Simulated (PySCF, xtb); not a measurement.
Ga(OH)(SeH)2 (GaH3OSe2), SMILES [SeH][Ga]([SeH])[OH]. Other conformers were not sampled.

Harmonic wavenumbers (cm⁻¹) from GFN2-xTB in xtb at its own minimum, in rising order: 70, 94, 99, 128, 159, 195, 282, 324, 359, 515, 548, 578, 1953, 2014, 3657.

**Question.** What does PySCF with B3LYP-D3(BJ)/def2-SVP give at its own minimum? (An estimate is asked for; the answer gives what the named calculation found.)

**Answer.** 78, 126, 132, 147, 225, 234, 285, 328, 614, 649, 699, 789, 2411, 2415, 3855. Paired by order, the mean absolute difference is 134 cm⁻¹ and the zero-point energies are 15.7 and 18.6 kcal/mol.
